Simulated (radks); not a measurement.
The numbers below are computed, except where a source is named.
Spherical jellium clusters: N electrons in a uniform positive sphere of charge N and radius rs N^(1/3), rs = 2.03 bohr. Level of theory: non-relativistic Kohn-Sham, PBE, spin-polarised, spherical densities (a radial shooting solver with Libxc functionals). Levels are named by radial order and angular momentum (1s, 1p, 1d, 2s, ...), and open shells are averaged over m.

N = 16, configuration 1s2 1p6 1d(up 5, down 2) 2s(up 1, down 0). This is the lowest configuration that the search found. Occupied and some empty levels:

level,occupation,eigenvalue (eV),<r> (bohr)
1s up,1,-12.157,3.149
1s down,1,-11.456,3.182
1p up,3,-8.6226,3.989
1p down,3,-7.9792,3.942
1d up,5,-4.7344,4.720
2s up,1,-4.1370,4.557
1d down,2,-4.0026,4.705
2s down,0,-3.1569,4.878
2p up,0,-1.0336,7.476
1f up,0,-0.83022,5.901

Energy (eV): total -2.25178, kinetic 90.906, external -1550.4, Hartree 739.85, exchange-correlation -99.662, background 817.09.

Electron density:

r (bohr),n(r) (e/bohr^3)
0.179,0.02824
0.630,0.02778
1.08,0.02721
1.53,0.02704
1.98,0.02751
2.43,0.02833
2.88,0.02872
3.33,0.02779
3.78,0.02500
4.23,0.02052
4.68,0.01519
5.14,0.01016
5.59,0.006283
6.04,0.003687
6.49,0.002099
6.94,0.001173
7.39,0.0006511
7.84,0.0003605
8.29,0.0001999
8.74,0.0001111
